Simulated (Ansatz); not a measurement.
Isomers of CH8Si2, B3LYP-D3(BJ)/def2-TZVP minima from an xTB search, which can miss the lowest.
Isomer 1, SMILES [SiH3]C[SiH3] (charge 0, multiplicity 1):
```csv
atom,x (Å),y (Å),z (Å)
Si,-1.5691,0.2786,-0.1612
C,0.0775,-0.5381,-0.5426
Si,1.5207,0.0571,0.4996
H,-2.6427,-0.2572,-1.0330
H,-1.4750,1.7424,-0.3763
H,-1.9449,0.0347,1.2520
H,-0.0284,-1.6191,-0.4096
H,0.3151,-0.3717,-1.5977
H,1.7223,1.5134,0.3086
H,1.2521,-0.1954,1.9356
H,2.7723,-0.6447,0.1245
```
Isomer 2, SMILES C[SiH2][SiH3] (charge 0, multiplicity 1):
```xyz
11

C     -1.670    -0.476    -0.073
Si    -0.287     0.795    -0.196
Si     1.804    -0.181     0.224
H     -2.640    -0.015    -0.270
H     -1.702    -0.920     0.923
H     -1.523    -1.280    -0.797
H     -0.514     1.891     0.782
H     -0.272     1.403    -1.552
H      2.076    -1.264    -0.754
H      1.834    -0.774     1.585
H      2.894     0.821     0.127
```

Correlated levels freeze the cores. MP2 and its Hartree–Fock in cc-pV(Q+d)Z are density fitted.

The values were computed with Ansatz (Gaussian basis) for Hartree–Fock, density functionals and correlated methods. Each number belongs to the level named beside it.

The energy of isomer 2 above isomer 1 is E(isomer 2) − E(isomer 1). Total energies (hartree):

```json
[
 {"level": "HF/cc-pV(T+d)Z", "isomer 2": "-620.4367465", "isomer 1": "-620.4395523"},
 {"level": "MP2/cc-pV(T+d)Z", "isomer 2": "-620.8771409", "isomer 1": "-620.8803571"},
 {"level": "HF/cc-pV(Q+d)Z", "isomer 2": "-620.4461677", "isomer 1": "-620.4494289"},
 {"level": "MP2/cc-pV(Q+d)Z", "isomer 2": "-620.9161815", "isomer 1": "-620.9197674"},
 {"level": "CCSD(T)/cc-pV(T+d)Z", "isomer 2": "-620.9533676", "isomer 1": "-620.9541469"}
]
```

Problem. Work out the energy of isomer 2 above isomer 1 at the basis-set limit: extrapolate the MP2 correlation part as X⁻³, take Hartree–Fock from the larger set, and add the CCSD(T) − MP2 difference of cc-pV(T+d)Z.

Solution. 
1. Differences (1 hartree = 627.509 kcal/mol): HF/cc-pV(T+d)Z 1.761; MP2/cc-pV(T+d)Z 2.018; HF/cc-pV(Q+d)Z 2.046; MP2/cc-pV(Q+d)Z 2.250; CCSD(T)/cc-pV(T+d)Z 0.489.
2. Correlation parts, MP2 less HF: 0.258 in cc-pV(T+d)Z (X = 3), 0.204 in cc-pV(Q+d)Z (X = 4).
3. Limit (4³·(0.204) − 3³·(0.258))/(4³ − 3³) = 0.164; with HF/cc-pV(Q+d)Z it gives 2.211.
4. CCSD(T) less MP2 in cc-pV(T+d)Z: -1.529.
Result: 0.68 kcal/mol, against 2.02 at MP2/cc-pV(T+d)Z. It is an estimate of this method's limit, not of the exact value.

Ansatz is a quantum-chemistry and plane-wave program.
